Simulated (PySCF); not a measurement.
## Spinor energies of Ti⁴⁺ (titanium, charge +4)

Start: [Ar]. Calculated with PySCF 2.14 in x2c-QZVPPall-2c: generalised Hartree-Fock with the X2C-1e Hamiltonian and a Gaussian nucleus; one run each with spin-orbit coupling (SO) switched off, then screened by Boettger's factors.

| spinor shell | electrons | ε, spin-free (eV) | ε, screened SO (eV) | weight of nominal j (screened SO) | rms radius, screened SO (bohr) |
| --- | --- | --- | --- | --- | --- |
| 1s1/2 | 2 | -5073.2 | -5073.2 | 1.000 | 0.0804 |
| 2s1/2 | 2 | -645.88 | -645.87 | 1.000 | 0.350 |
| 2p1/2 | 2 | -541.47 | -545.48 | 1.000 | 0.318 |
| 3s1/2 | 2 | -130.91 | -130.91 | 1.000 | 1.04 |
| 3p1/2 | 2 | -99.587 | -100.10 | 1.000 | 1.11 |
| 3p3/2 | 4 | -99.587 | -99.334 | 1.000 | 1.12 |

Q: Where does 2p3/2 lie, and what is the 2p spin-orbit splitting (screened SO)?

A: At -539.50 eV, 5.974 eV above 2p1/2.

```csv
quantity,spin-free,screened SO
E (hartree),-849.53943,-849.54619
M_J,0,0
⟨J²⟩,0.000,0.000
⟨L²⟩,0.000,0.000
⟨S²⟩,0.000,0.000
```

Without spin-orbit coupling the j labels of p, d and f shells carry no meaning; the spin-free column gives the mean over the occupied spinors of each nl shell.
